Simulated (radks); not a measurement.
Ni2.6+, 25.4 electrons, occupied as [Ne] 3s2 3p5.4 3d8 (fractional occupations, a model configuration). All-electron calculation, Dirac Kohn-Sham, LDA (Slater exchange, Perdew-Wang correlation), spin-unpolarised, spherical densities, finite nucleus; open shells are shared between the two j in proportion to 2j + 1; Fermi nuclear charge, rms radius 3.7757 fm. Program: a radial shooting solver on a logarithmic mesh with Libxc functionals. Some entries of the table are withheld. Estimate them.

| orbital | occ. | eigenvalue (Ry) | r(max) (bohr) | <1/r> (bohr^-1) |
|---|---|---|---|---|
| 1s1/2 | 2 | -604.7571 | 0.03545 | 28.05 |
| 2s1/2 | 2 | -74.39655 | 0.2049 | (1) |
| 2p1/2 | 2 | -65.30653 | (2) | 6.048 |
| 2p3/2 | 4 | -64.02261 | (3) | 5.922 |
| 3s1/2 | 2 | (4) | 0.6393 | (5) |
| 3p1/2 | 1.8 | (6) | 0.6402 | (7) |
| 3p3/2 | 3.6 | (8) | 0.6480 | (9) |
| 3d3/2 | 3.2 | -2.95880 | 0.6186 | 1.440 |
| 3d5/2 | 4.8 | -2.93939 | 0.6213 | 1.433 |

Answer. 
(1) 2s1/2 <1/r> (bohr^-1): 6.087
(2) 2p1/2 r(max) (bohr): 0.1629
(3) 2p3/2 r(max) (bohr): 0.1656
(4) 3s1/2 eigenvalue (Ry): -10.47087
(5) 3s1/2 <1/r> (bohr^-1): 1.930
(6) 3p1/2 eigenvalue (Ry): -7.68998
(7) 3p1/2 <1/r> (bohr^-1): 1.805
(8) 3p3/2 eigenvalue (Ry): -7.52481
(9) 3p3/2 <1/r> (bohr^-1): 1.775
